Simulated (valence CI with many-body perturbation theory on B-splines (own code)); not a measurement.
**Energy levels of Ta+**

Computed by valence CI with perturbative core correlation (CI+MBPT): four valence electrons over a frozen Dirac-Fock core [Xe] 4f14, radial functions for each j: 7 s, 7 p, 8 d, 6 f, 4 g, 1 h, with the one-electron correlation potential Σ1, the two-electron term Σ2, the three-electron term Σ3, Breit, model QED; selected CI, second order for the rest, scaled by the run's own slope (own B-spline code, finite nucleus).

Against 12 measured levels this calculation errs by 291 cm⁻¹ on average and by 730 at most. These come from a selection out of the NIST Handbook of Basic Atomic Spectroscopic Data. Levels without a partner in it may be off by more, other configurations by 1,000 to 4,000 cm⁻¹. Among the levels kept, up to 280 cm⁻¹ of a level comes from second order outside the variational space, and about a tenth of that is noise between levels of different J, which matters for small intervals. Only levels of the ground parity were solved; by the run's estimate the other parity begins above the list, which can be wrong where configurations are misplaced.

Levels 1 to 32 of 32, with energies above the lowest level, 5d3.6s 5F_1. "Leading %" is the weight of the configuration and term that name the level; weights of strongly mixed levels are sums over their largest components and can fall short, so below about 35 % the name and the second component can differ from the true leading terms, or belong to a minority configuration.

```csv
No.,Configuration,Term,J,E (cm⁻¹),Leading %,g,Second component
1,5d3.6s,5F,1,0.0,92,0.030,5 % 5d3.6s 3D
2,5d3.6s,5F,2,1017,92,1.007,
3,5d3.6s,5F,3,2581,95,1.247,
4,5d2.6s2,3F,2,3911,68,0.753,9 % 5d2.6s2 1D
5,5d3.6s,5F,4,4339,94,1.340,
6,5d3.6s,3P,0,4419,41,,28 % 5d2.6s2 3P
7,5d3.6s,3P,1,5664,41,1.554,26 % 5d2.6s2 3P
8,5d3.6s,3P,2,6092,31,1.333,18 % 5d2.6s2 3P
9,5d3.6s,5F,5,6119,89,1.382,8 % 5d3.6s 3G
10,5d2.6s2,3F,3,7443,76,1.082,8 % 5d3.6s 3F
11,5d3.6s,3F,2,9822,40,1.010,15 % 5d3.6s 5P
12,5d2.6s2,3F,4,10258,59,1.227,11 % 5d4 3F
13,5d3.6s,5P,1,10884,80,2.317,9 % 5d4 5D
14,5d4,5D,0,11754,78,,8 % 5d2.6s2 3P
15,5d3.6s,3G,3,11873,47,0.926,30 % 5d3.6s 3F
16,5d3.6s,5P,2,12098,53,1.482,17 % 5d3.6s 3F
17,5d4,5D,1,12545,78,1.563,8 % 5d3.6s 5P
18,5d3.6s,5P,3,12702,90,1.624,
19,5d3.6s,3G,4,12937,44,1.043,20 % 5d3.6s 3H
20,5d4,5D,2,13310,78,1.394,5 % 5d2.6s2 1D
21,5d3.6s,1G,4,13322,40,1.028,21 % 5d2.6s2 1G
22,5d2.6s2,1D,2,13981,19,1.186,15 % 5d3.6s 3F
23,5d4,5D,3,14355,44,1.186,24 % 5d3.6s 3G
24,5d3.6s,3G,5,14361,51,1.151,31 % 5d3.6s 3H
25,5d4,5D,3,14802,46,1.259,26 % 5d3.6s 3F
26,5d3.6s,3D,1,15026,39,0.940,18 % 5d3.6s 3P
27,5d4,5D,4,15392,44,1.280,16 % 5d3.6s 3F
28,5d3.6s,3P,0,16101,42,,25 % 5d4 3P
29,5d4,5D,4,16725,36,1.137,32 % 5d3.6s 3H
30,5d3.6s,3D,1,17335,35,1.100,30 % 5d3.6s 3P
31,5d3.6s,3D,2,17483,53,1.236,11 % 5d3.6s 3P
32,5d3.6s,3H,6,18118,86,1.166,11 % 5d4 3H
```

Names give the largest LS component (configuration and term), which can be under half, so a name can repeat, a term be missing and a line seem to break the LS rules; names also repeat where a configuration has a term twice.

Where two levels of one J and parity lie close, their mixing, g and order are uncertain.

The ionisation energy to 5d3 4F_3/2 of the next ion comes out as 14.886 eV (NIST: 16.2 ± 0.5 eV (semi-empirical), further off than twice its uncertainty). All 32 levels together are meant to be complete up to 18142 cm⁻¹.
